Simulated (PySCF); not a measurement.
This PySCF input asks for the NMR shieldings of SMILES FC(F)C1=CC=CC[Si+]1Cl, [C₆H₆ClF₂Si]+; the geometry comes from GFN2-xTB.

```python
import basis_set_exchange as bse
import numpy as np
from pyscf import gto, dft
from pyscf.prop import nmr

atoms = """
F     2.730628   -1.508184    0.359659
C     2.448003   -0.274821   -0.126011
F     2.779483   -0.312219   -1.439481
C     0.964295   -0.024433    0.001816
C     0.474184    1.030235    0.705632
C    -0.911784    1.349457    0.887879
C    -1.955349    0.660881    0.398005
C    -1.906965   -0.578972   -0.439252
Si   -0.171705   -1.226896   -0.838875
Cl    0.322541   -2.791464   -1.882928
H     3.089353    0.459851    0.378980
H     1.179039    1.703176    1.178256
H    -1.113511    2.230595    1.479647
H    -2.954985    1.013135    0.612049
H    -2.507065   -1.343045    0.069796
H    -2.473763   -0.378353   -1.356584
"""
names = dict.fromkeys(["F", "C", "Si", "Cl", "H"], "pcSseg-1")
basis = {el: gto.basis.parse(bse.get_basis(n, elements=[el], fmt="nwchem")) for el, n in names.items()}
mol = gto.M(atom=atoms, basis=basis, charge=1, verbose=0)
mf = dft.RKS(mol, xc="PBE0")
mf.grids.level = 2
mf.grids.alignment = dft.numint.BLKSIZE   # the property module wants whole blocks of grid points
mf.conv_tol = 1e-9
mf.kernel()

calc = nmr.RKS(mf)   # GIAO
C = mf.mo_coeff
Co = C[:, mf.mo_occ > 0]
resp = mf.gen_response(singlet=True, hermi=2)
def vind(x):   # induced exchange potential for any number of trial vectors
    d = np.einsum("pi,xij,qj->xpq", C, 2 * x.reshape(-1, C.shape[1], Co.shape[1]), Co, optimize=True)
    return np.einsum("xpq,pi,qj->xij", resp(d - d.transpose(0, 2, 1)), C, Co, optimize=True).ravel()
mo1, _ = nmr.rhf.solve_mo1(calc, with_cphf=vind)
sigma = calc.kernel(mo1)
for i, s in enumerate(sigma):   # ppm
    w = np.linalg.eigvalsh((s + s.T) / 2)
    print("%2d %-2s iso %8.1f  s11 %8.1f  s22 %8.1f  s33 %8.1f" % (i, mol.atom_pure_symbol(i), w.mean(), *w))
```

Q: What are the results?

A: 
```
 0 F  iso    271.3  s11    187.2  s22    291.0  s33    335.6
 1 C  iso     65.5  s11     53.4  s22     70.4  s33     72.7
 2 F  iso    272.1  s11    188.0  s22    292.5  s33    335.7
 3 C  iso     30.8  s11    -36.2  s22      3.0  s33    125.7
 4 C  iso     14.6  s11   -105.9  s22     -2.1  s33    151.9
 5 C  iso     54.8  s11    -56.0  s22     45.0  s33    175.3
 6 C  iso     23.4  s11    -88.3  s22      5.8  s33    152.8
 7 C  iso    145.9  s11    120.3  s22    157.9  s33    159.6
 8 Si iso    124.5  s11    -27.8  s22    137.2  s33    264.2
 9 Cl iso    745.9  s11    495.6  s22    773.3  s33    968.8
10 H  iso     25.0  s11     22.9  s22     23.0  s33     29.1
11 H  iso     22.9  s11     20.1  s22     21.1  s33     27.5
12 H  iso     24.3  s11     21.8  s22     24.4  s33     26.6
13 H  iso     24.0  s11     20.8  s22     23.6  s33     27.5
14 H  iso     28.0  s11     22.9  s22     26.8  s33     34.3
15 H  iso     28.0  s11     23.0  s22     26.8  s33     34.3
```

These numbers come from an equivalent density-fitted implementation of the same equations, which agrees with the script to about 0.01 ppm for H and up to a few tenths of a ppm for heavy atoms, so last digits may differ.

Q: Turn these shieldings into chemical shifts. δ = σ(ref) − σ, references computed at the same level: CFCl3 for $^{19}$F (170.95 ppm); $^{13}$C (186.93 ppm), $^{29}$Si (349.16 ppm), $^{1}$H (31.72 ppm) vs TMS; $^{35}$Cl (949.78 ppm) vs HCl.

A: Averaging equivalent atoms: F 0/2: -100.7; C 4: 172.3; C 6: 163.5; C 3: 156.1; C 5: 132.2; C 1: 121.4; C 7: 41.0; Si 8: 224.6; Cl 9: 204; H 11: 8.81; H 13: 7.76; H 12: 7.43; H 10: 6.69; H 14/15: 3.72 ppm. Unscaled 19F shifts against computed CFCl3 carry errors that often reach 10 to 50 ppm.

Size and cost of the density-fitted run: 214 basis functions, 56 s wall time on 1 thread of an Arm Neoverse V1, shared host; peak memory 1 GiB.
